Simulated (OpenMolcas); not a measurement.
Re5+ (d2) among equal point charges was computed by CASSCF with the d shell active (OpenMolcas, ANO-RCC-VDZP on the metal). Its lowest spin-free states, and all those of the highest spin:

```tsv
2S+1	Degeneracy	E (cm-1)
3	2	0.0
3	1	708.8
3	2	8435
3	1	10696
1	1	11359
1	2	11646
1	2	13965
3	1	17455
3	2	19961
1	2	22495
1	1	23733
1	1	25723
3	1	26960
```

Question: Is the site octahedral, tetrahedral or cube-like, axial, or of lower symmetry?

Answer: The states with 2S+1 = 3 have orbital degeneracies 2, 1, 2, 1, 1, 2, 1. There are pairs but no triples, so the site is axial: not cubic, but with a proper or improper axis of order three or more. The run had Re5+ among 6 point charges of -1 e arranged as a trigonal antiprism (D3d), 1.77 Å from the ion, with a polar angle of 60.2° against the regular 54.74°.

Spin-orbit coupling mixes the spin-free states strongly: the lowest level takes only 49 % from its leading state, 3E. An orbital doublet at a regular site is open to a Jahn-Teller distortion, which this geometry leaves out. Without dynamic correlation the repulsion within the d shell is too large (B by tens of per cent), so at a given field states of lower spin stand too high. Point charges carry no covalency, so the field is a model and not that of real ligands. No measured value stands beside these numbers.
